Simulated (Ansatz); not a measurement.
Consider the formal exchange of groups at the In–H bond: `[InH3]` + `COC(=N)O` → `N=C(O)[O][InH2]` + CH₄.

Isolated molecules relaxed with PBE0-D4/def2-TZVP in Ansatz; ΔE leaves out vibrations. CCSD(T)/CBS adds triple-zeta CCSD(T) − MP2 to the extrapolated MP2 energy (def2 sets, frozen cores). This one scheme is used for every species. Functionals use def2-TZVPP. Elements past krypton have def2 core potentials. For In outer-core shells are correlated without core-valence functions, which leaves a few kJ/mol of doubt a bond. Each species was taken in one conformer, which may not be the lowest.

```json
{"level": "LDA (SPW92)", "ΔE (kJ/mol)": "-130.4", "difference from CCSD(T)/CBS": "28.6"}
{"level": "BLYP-D4", "ΔE (kJ/mol)": "-150.9", "difference from CCSD(T)/CBS": "8.1"}
{"level": "PBE-QIDH", "ΔE (kJ/mol)": "-146.5", "difference from CCSD(T)/CBS": "12.5"}
{"level": "BLYP", "ΔE (kJ/mol)": "-149.7", "difference from CCSD(T)/CBS": "9.3"}
{"level": "PBE0", "ΔE (kJ/mol)": "-140.4", "difference from CCSD(T)/CBS": "18.6"}
{"level": "CAM-B3LYP", "ΔE (kJ/mol)": "-142.5", "difference from CCSD(T)/CBS": "16.5"}
{"level": "LC-ωPBE", "ΔE (kJ/mol)": "-142.1", "difference from CCSD(T)/CBS": "16.9"}
{"level": "MP2/def2-SVP", "ΔE (kJ/mol)": "-148.5", "difference from CCSD(T)/CBS": "10.5"}
{"level": "MP2/def2-TZVPP", "ΔE (kJ/mol)": "-157.2", "difference from CCSD(T)/CBS": "1.8"}
{"level": "SCS-MP2/def2-QZVPP", "ΔE (kJ/mol)": "-158.9", "difference from CCSD(T)/CBS": "0.1"}
{"level": "CCSD(T)/CBS", "ΔE (kJ/mol)": "-159.0", "difference from CCSD(T)/CBS": "0"}
```

Largest T1 diagnostic among the species: 0.016.

From r2SCAN to r2SCAN0 (25 % exact exchange), in def2-TZVPP and without D4, ΔE moves by +4.3 kJ/mol. At CCSD(T), def2-SVP lies +19.9 kJ/mol from the extrapolated value and def2-TZVPP +10.5 kJ/mol.
